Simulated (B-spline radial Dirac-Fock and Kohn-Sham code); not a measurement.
# Radiative decay of the M4 hole in Te³⁺

System: the Te³⁺ ion, [Kr] 4d10 5s2 5p1, inside a Watson sphere of charge -3 and radius 3 Å (a model of the Madelung potential; inside it an electron's potential energy is raised by 14.4 eV).

The run's input, task.json:

```json
{"items": [{
  "Z": 52,
  "q": 3,
  "cfg": [[1, 0, 2], [2, 0, 2], [2, 1, 6], [3, 0, 2], [3, 1, 6], [3, 2, 10], [4, 0, 2], [4, 1, 6], [4, 2, 10], [5, 0, 2], [5, 1, 1]],
  "A": 130,
  "rrms": 4.7423,
  "watson": [-3, 3.0],
  "do": ["binding", "quiet", "decay"],
  "holes": ["K", "L1", "L2", "L3", "M1", "M2", "M3", "M4", "M5", "N1", "N2", "N3", "N4", "N5"]
}]}
```

Run with: `python xray_run.py task.json out`

Model: a relativistic independent-particle model: LDA orbitals of the hole state, radiative multipoles to third order, Auger rates from the Coulomb interaction with a continuum orbital, Dirac-Fock energies. Program: a radial atomic solver.

```tsv
line	multipole	energy (eV)	rate (s⁻¹)	share (%)
M4-N2	E1	454.1	2.62e+11	83.9
M4-N3	E1	463.9	4.22e+10	13.5
M4-N4	E2	543.3	1.86e+08	0.0595
M4-O2	E1	588.4	6.56e+09	2.10
M4-O3	E1	589.6	1.07e+09	0.343
```

The listed lines hold 100.0 % of the radiative rate. The radiative width is 0.000205 eV in the length form and 0.000221 eV in the velocity form; the two differ because the transition energies are not eigenvalue differences of the potential that gave the orbitals.

Values without a named source are computed, but for edge energies of neutral atoms, which are taken from tables.
